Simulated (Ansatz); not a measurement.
A nudged elastic band was laid between two geometries of C$_{2}$H$_{5}$ClMg (9 atoms, charge 0, multiplicity 1).

Computed with RKS r2SCAN/def2-SVP in Ansatz.

```json
{"movable images": "9", "climbing image": "yes", "spring": "5.0 eV/Å²", "optimiser": "quadratic models (default)", "start path": "IDPP", "force threshold": "0.05 eV/Å", "iteration limit": "60", "end points": "relaxed"}
```

First end point:

```xyz
9
Properties=species:S:1:pos:R:3
C -0.564 1.040 0.294
C 0.204 -0.260 0.574
Mg 0.729 -1.426 -1.092
Cl 1.290 -2.660 -2.847
H -1.526 0.857 -0.213
H -0.799 1.597 1.220
H 0.005 1.732 -0.351
H 1.132 -0.030 1.133
H -0.383 -0.897 1.264
```

Last end point:

```xyz
9
Properties=species:S:1:pos:R:3
C -0.669 0.983 0.265
C -0.104 -0.427 0.493
Mg 1.227 -1.157 -0.959
Cl 2.634 -1.929 -2.489
H -1.357 1.295 1.072
H 0.123 1.749 0.217
H -1.238 1.059 -0.677
H 0.409 -0.468 1.474
H -0.937 -1.151 0.587
```

Q: What changes between the two ends?

A: No bond is made or broken. The dihedral H7–C1–C2–Mg3 goes from -60 to 60°. The two ends are copies of one structure, up to a mirror image or an exchange of like atoms.

Q: Give the energies along the band, and the barrier.

A: The forces met the threshold. The highest image is number 5 of 0 to 10, 0.122 eV above the ends, which have the same energy within 2 meV. A vibrational analysis at the climbing image gives one clearly imaginary mode, 250i cm⁻¹: a first-order saddle point.

```csv
image,path coordinate (Å),energy (eV),dihedral H7–C1–C2–Mg3 (°)
0,0.00,0.000,-60
1,0.33,0.010,-48
2,0.66,0.037,-36
3,1.00,0.075,-24
4,1.33,0.109,-12
5,1.66,0.122,0
6,2.00,0.108,12
7,2.33,0.074,24
8,2.66,0.036,37
9,3.00,0.009,49
10,3.33,0.000,60
```

Q: What is the geometry of the highest image?

A: 
```xyz
9
Properties=species:S:1:pos:R:3
C -0.685 0.983 0.254
C -0.005 -0.378 0.535
Mg 1.156 -1.214 -0.995
Cl 2.382 -2.080 -2.629
H -1.781 0.917 0.349
H -0.358 1.755 0.970
H -0.497 1.407 -0.748
H 0.640 -0.304 1.430
H -0.764 -1.131 0.816
```

Q: What are the harmonic wavenumbers there?

A: 250i, 68, 104, 216, 366, 500, 602, 935, 992, 1017, 1114, 1204, 1388, 1432, 1473, 1483, 3012, 3021, 3063, 3082, 3115 cm⁻¹.

Time of the run: 59 s on 2 threads of INTEL(R) XEON(R) PLATINUM 8581C CPU @ 2.10GHz (Emerald Rapids), with other jobs on the host, peak memory 0.17 GiB.
